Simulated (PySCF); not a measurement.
## Radial density of Be (beryllium, neutral)

UHF, [He] 2s1 3s1, high-spin 3S determinant (an excited configuration). All numbers are calculated (PySCF 2.14, no relativity, point nucleus, in dyall-av3z).

| r (bohr) | 4πr²ρ (e/bohr) | 4πr²(ρα − ρβ) |
| --- | --- | --- |
| 0.00531 | 0.01191 | 0.0004 |
| 0.00893 | 0.03276 | 0.0010 |
| 0.0150 | 0.08826 | 0.0027 |
| 0.0253 | 0.2302 | 0.0070 |
| 0.0425 | 0.5680 | 0.0172 |
| 0.0714 | 1.278 | 0.0382 |
| 0.120 | 2.471 | 0.0715 |
| 0.202 | 3.718 | 0.0965 |
| 0.340 | 3.721 | 0.0626 |
| 0.572 | 1.926 | -0.0060 |
| 0.962 | 0.4918 | 0.1388 |
| 1.62 | 0.4956 | 0.4846 |
| 2.72 | 0.3186 | 0.3185 |
| 4.58 | 0.1169 | 0.1169 |
| 7.70 | 0.1585 | 0.1585 |
| 13.0 | 0.01920 | 0.0192 |

The outer electron is Rydberg-like, and this basis confines it to a smaller radius and binds it less than a complete one would.

Task: Where is the radial spin density 4πr²(ρα − ρβ) most negative, and why is it negative at all?

Result: Around r = 0.572 bohr, down to -0.0060 e/bohr: exchange with the open shell polarises the paired shells in an unrestricted calculation.
